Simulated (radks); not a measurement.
Question: The mean radii <r> (bohr) of the occupied orbitals of an atom or ion are listed with their occupations. Calculated with a radial shooting solver on a logarithmic mesh with Libxc functionals: scalar-relativistic Kohn-Sham, LDA (Slater exchange, Perdew-Wang correlation), spin-unpolarised, spherical densities, finite nucleus; Fermi nuclear charge, rms radius of each element as measured or else 0.836 A^(1/3) + 0.57 fm.

orbital  occ.      <r>
1s          2  0.01968
2s          2  0.08340
2p          6  0.07417
3s          2   0.2170
3p          6   0.2164
3d         10   0.1962
4s          2   0.4878
4p          6   0.5179
4d         10   0.5588
5s          2    1.191
5p          6    1.415
4f         13   0.7397
6s          1    3.363
5d          1    2.489

Name the element and its charge.

Answer: Z = 70, ytterbium, charge +1: Yb+ in [Xe] 4f13 5d1 6s1. The 1s radius gives Z: for a bare nucleus <r> = (2 gamma + 1)/(2Z) with gamma = sqrt(1 - (Z/c)^2), 0.01942 bohr for Z = 70, and screening makes it slightly larger (0.01968 here). The occupations add up to 69, and the charge is Z minus that.
